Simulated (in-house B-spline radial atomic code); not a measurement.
Atomic self-consistent-field run: Mo⁺ (an excited or competing configuration). Level of theory: scalar-relativistic (X2C) TPSSh, spin-polarised, spherical fractional occupations, exact exchange averaged over the configuration, Fermi nucleus of rms radius 4.4091 fm; calculated with a radial B-spline atomic code at the basis-set limit.

Command:
```bash
python run_scf.py task.json out
```
Settings (nuclear radius in fm, mass in u):
```
Z                42
configuration    [Ar] 3d9 4s2 4p6 4d5 5d1
hamiltonian      x2c
method           tpssh
spin_polarised   True
nucleus          fermi
rms_radius       4.4091
atomic_mass      97.9054
speed_of_light   137.035999084
exact_exchange   averaged over the configuration
```

Output (hartree, bohr):
```
 radial grid: 82 intervals, B-splines of order 8, outer radius 60 bohr

 iter        energy (Eh)    residual
    1       -4039.297296    6.68e-02
    2       -4039.301849    1.33e-03
    3       -4039.301873    5.53e-04
    4       -4039.301879    2.80e-04
    5       -4039.301882    5.10e-05
    6       -4039.301883    2.33e-05
    7       -4039.301883    1.00e-05
    8       -4039.301883    9.74e-07
    9       -4039.301883    1.10e-07

 total energy                     -4039.30188
 kinetic                            4188.8447
 electron-nucleus                  -9720.2964
 Hartree                            1615.2894
 exact exchange                      -12.0065
 exchange-correlation               -111.1330

 orbital      occ     eigenvalue          <r>       <r^2>       <1/r>       r_max
 1s up      1.000      -730.8159     0.034658  0.00163179     44.9898     0.02229
 1s down    1.000      -730.8164     0.034658  0.00163178     44.9899     0.02229
 2s up      1.000      -104.8995     0.153175   0.0277223      10.073      0.1294
 2s down    1.000      -104.8169     0.153103   0.0276959     10.0787      0.1294
 2p up      3.000       -93.8755     0.133736   0.0218687     9.56039      0.1033
 2p down    3.000       -93.8069     0.133656   0.0218407     9.56513      0.1033
 3s up      1.000       -19.0252     0.424527    0.206432     3.45498      0.3815
 3s down    1.000       -18.9225     0.424956    0.206811     3.44868      0.3817
 3p up      3.000       -15.3889     0.425432    0.210506      3.2491      0.3747
 3p down    3.000       -15.2781     0.425965    0.210976      3.2426       0.375
 3d up      5.000        -9.5278      0.40727    0.198678      3.0134      0.3194
 3d down    4.000        -9.4060      0.40817    0.199538     3.00734      0.3201
 4s up      1.000        -3.1569      1.08361      1.3289     1.26469      0.9725
 4s down    1.000        -3.0041      1.07716     1.31395     1.27587      0.9662
 4p up      3.000        -2.1527      1.19423     1.62993     1.12463       1.045
 4p down    3.000        -1.9818      1.18961     1.62057     1.13313       1.037
 4d up      5.000        -0.7248      1.60122      3.0433     0.82589       1.267
 5d up      1.000        -0.1574       6.2001     42.7681    0.195688       5.697

 Slater integrals (Eh)
   F0(3d up,3d up)               2.235015
   F2(3d up,3d up)               1.106085
   F4(3d up,3d up)               0.703952
   F0(3d up,3d down)             2.232460
   F2(3d up,3d down)             1.104591
   F4(3d up,3d down)             0.702946
   F0(3d up,5d up)               0.192999
   F2(3d up,5d up)               0.006892
   F4(3d up,5d up)               0.002623
   G0(3d up,5d up)               0.001923
   G2(3d up,5d up)               0.002218
   G4(3d up,5d up)               0.001684
   F0(3d down,3d down)           2.229913
   F2(3d down,3d down)           1.103109
   F4(3d down,3d down)           0.701950
   F0(3d down,5d up)             0.192992
   F2(3d down,5d up)             0.006905
   F4(3d down,5d up)             0.002627
   F0(5d up,5d up)               0.145476
   F2(5d up,5d up)               0.081512
   F4(5d up,5d up)               0.055371
```

Time taken, with all properties: 0.84 s on 1 thread of Arm Neoverse N1 (shared host).

One-electron X2C: radii and densities carry no picture-change correction, so inner-shell <1/r> comes out high (for 1s by about 2 % at Z = 33, 5 % at 54, 10 % at 75, 30 % at 118) and <r> low.
